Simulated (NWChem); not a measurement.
Molecule: AlNH₃OF; SMILES [NH2][Al]([OH])[F]

```xyz
7

Al     0.0074    -0.0242     0.0000
F      1.5306    -0.6938     0.0000
O     -1.3657    -1.0143     0.0000
H     -1.3597    -1.9715     0.0000
N     -0.1632     1.7220     0.0000
H     -1.0499     2.2111     0.0000
H      0.6071     2.3789     0.0000
```
Atoms are numbered in this order, from 1.

All runs use the structure optimised with PBE0/def2-SVP.

Symmetry labels are those of Cs in the frame above (b1 and b2, or b-type labels, depend on it).

Task: List the 4 lowest vertical singlet excitations from PBE0/def2-SVPD, TDA (NWChem).

Result: 
| state | energy (eV) | oscillator strength | symmetry | leading excitation (squared amplitude) |
|---|---|---|---|---|
| S1 | 5.70 | 0.045 | a" | HOMO → LUMO (0.98) |
| S2 | 7.36 | 0.098 | a" | HOMO−1 → LUMO (0.86) |
| S3 | 7.52 | 0.001 | a" | HOMO → LUMO+2 (0.66) |
| S4 | 7.74 | 0.061 | a' | HOMO−2 → LUMO (0.82) |
